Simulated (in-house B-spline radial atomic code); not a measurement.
Values are calculated unless marked as measured or tabulated.
# Ag in an electron gas of r_s = 3.3: phase shifts, screening and friction

A nucleus sits in a uniform electron gas with a rigid positive background. The Kohn-Sham equations are solved self-consistently in the spin-unpolarised LDA (PW92), non-relativistic, on B-splines with outgoing waves at the boundary and partial waves to l = 8. The model has no lattice, no bands and no magnetic solution. Atomic units; δ_l are the phase shifts at the Fermi level, counted so that each bound state adds π, and good to about 0.0005.

The density parameter is r_s = 3.3 bohr.

| l | δ_l (rad) |
| --- | --- |
| 0 | 13.1070 |
| 1 | 9.8397 |
| 2 | 6.2348 |
| 3 | 0.0028 |
| 4 | 0.0008 |
| 5 | -0.0001 |
| 6 | 0.0000 |
| 7 | -0.0001 |
| 8 | 0.0000 |

Bound levels below the band bottom (hartree): d -13.13, s -2.99, p -1.853, d -0.06651, s -0.0007424 and deeper ones.

Check the Friedel sum rule, and say where the screening charge sits.

k_F = (9π/4)^(1/3)/r_s = 0.58156. The rule is Z = (2/π) Σ (2l + 1) δ_l. The terms are s 8.344, p 18.792, d 19.846, f 0.012 and 0.003 beyond, in all 46.998 against Z = 47. Bound states hold 10 s, 18 p, 20 d electrons, so the scattering states carry -1.00 in all; where a term is smaller than its bound count, the bound level has drawn weight out of the band.

Find the transport cross section and the electronic stopping of a 1 keV Ag ion (mass 107.87 u).

σ_tr = (4π/k_F²) Σ (l + 1) sin²(δ_l − δ_(l+1)). The terms for l = 0 to 3 are 0.0157, 0.3995, 0.0079, 0.0000, all together 0.4230, so σ_tr = 37.155 × 0.4230 = 15.718 bohr². With n = 3/(4π r_s³) = 0.006643, the friction coefficient is Q = n k_F σ_tr = 0.0607. For v well below v_F = 0.582, dE/dx = Q v; with 24801 eV per u at v = 1, v = √(1000/(24801 × 107.87)) = 0.0193, so dE/dx = 0.00117 hartree/bohr = 0.604 eV/nm. The largest term couples the p and d waves.
